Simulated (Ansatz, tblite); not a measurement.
Cost and result up the ladder for Hg2O2⁻ (4 atoms). Total charge -1; doublet. Geometry: r2SCAN-D4/def2-TZVPD.

Cartesian coordinates in Å:
```
Hg 1.065 1.419 -1.299
Hg 1.260 -0.805 1.181
O -1.223 -0.951 0.204
O -1.101 0.337 -0.085
```

Ansatz on 4 threads of Arm Neoverse V1 on a shared host; xTB runs through tblite on one thread. Times are rough, summed over both states, and most runs start from the orbitals of an earlier one. PBE-QIDH/def2-TZVPD serves as the yardstick here, not as an exact answer. Differences are given only for rows in sets of like size (and for xTB, whose basis is part of the method), since another set adds its own error. The other state is a quartet at its own geometry, which has other bonds, so the gap mixes isomer and spin.

In the def2 sets Hg takes a core potential; there is no spin–orbit coupling. The xTB rows come from tblite. HSE06 is defined as in plane-wave codes, on full-range PBE exchange. Correlated methods freeze 2 core orbitals; core or outer-core shells of Hg are correlated, in sets that lack core-valence functions. The rows differ in basis, and correlated rows in double-zeta sets carry the largest basis error. The structure holds one bond between oxygen atoms, so isomers without such links may lie far lower. HOMO above LUMO, or a gap near zero within one spin, warns that the state may not be the lowest or that an electron is smeared out. In the quartet geometry the species has come apart into loosely held pieces. The structure comes from a short search, and lower isomers may exist.

Correlated methods converge slowly with the basis, most of all in double-zeta sets.

xTB has no spin-polarisation term.

| level | functions | quartet − doublet (eV) | difference from PBE-QIDH/def2-TZVPD (eV) | remarks |
| --- | --- | --- | --- | --- |
| B2PLYP/def2-TZVPD | 172 | 1.50 | 0.14 | – |
| HSE06-D4/def2-TZVPD | 172 | 1.30 | -0.07 | HOMO above zero (doublet), HOMO above zero (quartet) |
| CCSD(T)/def2-SVPD | 116 | 2.13 | – | HOMO above zero (quartet) |
| PBE-QIDH/def2-TZVPD | 172 | 1.37 | 0.00 | – |
| GFN1-xTB | 16 | 4.29 | 2.93 | – |
| B97M-V/def2-TZVPD | 172 | 1.50 | 0.14 | HOMO above zero (doublet), HOMO above zero (quartet), gap within one spin near zero (quartet) |
| GFN2-xTB | 16 | 4.44 | 3.08 | – |
| PBE0-D4/def2-TZVPD | 172 | 1.32 | -0.04 | HOMO above zero (quartet) |
| PBE-D4/def2-TZVPD (with forces) | 172 | 1.45 | 0.08 | HOMO above zero (doublet), HOMO above zero (quartet) |
| MP2/def2-TZVPD | 172 | 1.44 | 0.07 | HOMO above zero (quartet) |
| r2SCAN0-D4/def2-TZVPD | 172 | 1.25 | -0.12 | HOMO above zero (quartet) |
| r2SCAN-D4/def2-TZVPD | 172 | 1.36 | -0.01 | HOMO above zero (doublet), HOMO above zero (quartet) |
| RPA@PBE/def2-TZVPD | 172 | 1.75 | 0.38 | – |

Problem. Estimate how long each takes.

Solution. GFN1-xTB 0.004 s; GFN2-xTB 0.006 s; PBE-D4/def2-TZVPD (with forces) 9 s; MP2/def2-TZVPD 9.7 s; HSE06-D4/def2-TZVPD 16 s; RPA@PBE/def2-TZVPD 17 s; PBE0-D4/def2-TZVPD 19 s; PBE-QIDH/def2-TZVPD 22 s; B2PLYP/def2-TZVPD 24 s; r2SCAN-D4/def2-TZVPD 29 s; r2SCAN0-D4/def2-TZVPD 35 s; B97M-V/def2-TZVPD 53 s; CCSD(T)/def2-SVPD 5.6 min. On shared hardware such times vary by a factor of up to 3.
